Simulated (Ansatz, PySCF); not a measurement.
Process, species as SMILES: [F][Ge][F] -> [F][Ge][F] as doublet, charge -1 (an electron is taken up)
Each molecule is optimised on its own at B3LYP-D3(BJ)/def2-TZVP (Ansatz, a program for electronic structure). A spin state is the lowest found, not a proven ground state.

Property: adiabatic electron affinity (electronic energy difference), positive where the reaction releases energy, in eV. Correlated levels leave the core frozen unless marked. Open shells are spin-unrestricted. Spin-orbit coupling is left out. The frozen core is the preceding noble-gas configuration, with the filled d and f shells of earlier blocks. No relativistic terms. Anions need diffuse functions: aug- sets have them; def2-D sets add few; the other sets have none. CBS marks a two-point X^-3 extrapolation of the correlation energy; Hartree-Fock from the larger set. [CCSD(T)-MP2]/basis is that difference in the basis named.

RI-MP2/CBS(aug-cc-pVTZ,aug-cc-pVQZ)+[CCSD(T)-MP2]/aug-cc-pVTZ (Ansatz) gives 0.71 eV.

Task: Another calculation gave 0.66 eV. Which level was it?
(A) SVWN5/def2-TZVPD (Ansatz)
(B) r2SCAN0/def2-TZVPD (Ansatz)
(C) M06-L/def2-TZVPD (PySCF)
(D) HF/def2-TZVPD (PySCF)

Result: A, SVWN5/def2-TZVPD (Ansatz). The others give 0.78 (r2SCAN0), 0.28 (HF), 0.47 (M06-L) eV.
